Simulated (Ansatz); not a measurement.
Relaxation of AlH₇N₂S (11 atoms, charge 0, multiplicity 1), to a largest force component of 0.03 eV/Å in at most 50 steps.

All numbers below come from UKS B3LYP-D4/6-31G* in Ansatz 0.2.0.

```xyz
11
Properties=species:S:1:pos:R:3
Al -0.212 0.115 0.444
H 1.430 -0.035 -1.848
N 0.905 -0.587 1.630
N -1.507 -0.808 -0.345
H 1.349 0.599 -1.578
S 0.018 2.302 -0.013
H 1.750 -0.125 1.942
H 0.798 -1.481 2.091
H -1.577 -1.818 -0.347
H -2.326 -0.396 -0.775
H -0.629 2.233 -1.200
```

**Question.** Where does it end, and by what steps?

**Answer.** It converged. The force dipped under the threshold on the way, but the program's further checks kept it going. After 13 steps the energy has fallen by 0.151 eV; H2 moved furthest, 0.83 Å.

```json
{"step": "0", "energy less start (eV)": "0.0000", "largest force component (eV/Å)": "2.054", "accepted": "yes"}
{"step": "1", "energy less start (eV)": "-0.1201", "largest force component (eV/Å)": "0.200", "accepted": "yes"}
{"step": "2", "energy less start (eV)": "-0.1375", "largest force component (eV/Å)": "0.141", "accepted": "yes"}
{"step": "3", "energy less start (eV)": "-0.1441", "largest force component (eV/Å)": "0.249", "accepted": "yes"}
{"step": "4", "energy less start (eV)": "-0.1473", "largest force component (eV/Å)": "0.072", "accepted": "yes"}
{"step": "5", "energy less start (eV)": "-0.1480", "largest force component (eV/Å)": "0.017", "accepted": "yes"}
{"step": "6", "energy less start (eV)": "-0.1485", "largest force component (eV/Å)": "0.035", "accepted": "yes"}
{"step": "7", "energy less start (eV)": "-0.1488", "largest force component (eV/Å)": "0.063", "accepted": "yes"}
{"step": "8", "energy less start (eV)": "-0.1491", "largest force component (eV/Å)": "0.114", "accepted": "yes"}
{"step": "9", "energy less start (eV)": "-0.1495", "largest force component (eV/Å)": "0.090", "accepted": "yes"}
{"step": "10", "energy less start (eV)": "-0.1500", "largest force component (eV/Å)": "0.018", "accepted": "yes"}
{"step": "11", "energy less start (eV)": "-0.1503", "largest force component (eV/Å)": "0.016", "accepted": "yes"}
{"step": "12", "energy less start (eV)": "-0.1504", "largest force component (eV/Å)": "0.070", "accepted": "yes"}
{"step": "13", "energy less start (eV)": "-0.1505", "largest force component (eV/Å)": "0.029", "accepted": "yes"}
```

```xyz
11
Properties=species:S:1:pos:R:3
Al -0.340 0.127 0.542
H 2.068 0.058 -2.365
N 0.826 -0.594 1.669
N -1.673 -0.806 -0.176
H 1.823 0.606 -1.924
S -0.101 2.269 0.062
H 1.712 -0.172 1.918
H 0.701 -1.470 2.159
H -1.726 -1.817 -0.187
H -2.498 -0.405 -0.601
H -0.792 2.203 -1.098
```

Whether the end is a true minimum wasn't checked by a vibrational analysis.

Time of the run: 27 s on 2 threads of Intel(R) Xeon(R) 6975P-C (Granite Rapids), on a shared host, peak memory 0.26 GiB.
